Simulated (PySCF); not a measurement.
Al(H) cation (AlH), SMILES [AlH] (connectivity only; charge and spin as stated), charge +1, multiplicity 2. Atoms are numbered in the order given.

```xyz
2

Al     0.0000     0.0000    -0.1160
H      0.0000     0.0000     1.5074
```
Charge +1, spin multiplicity 2.

Coordinates come from a B3LYP-D3(BJ)/def2-TZVPD optimisation. The spin state was assumed, not searched.

The numbers are results of PBE0/def2-TZVPD run with PySCF, not measurements.

Mulliken values depend strongly on the basis, most of all with diffuse functions as here. ESP charges are fitted to the potential on shells at 1.4 to 2.0 van der Waals radii. Atomic charges (e):

```
atom     ESP fit  Mulliken  Mulliken spin
----  ----------  --------  -------------
Al1   (withheld)      0.92           0.69
H2    (withheld)      0.08           0.31
```

Fill in the missing entries. (An estimate is asked for; the answer gives what the named calculation found.)


- Al1, ESP fit: 1.02
- H2, ESP fit: -0.02
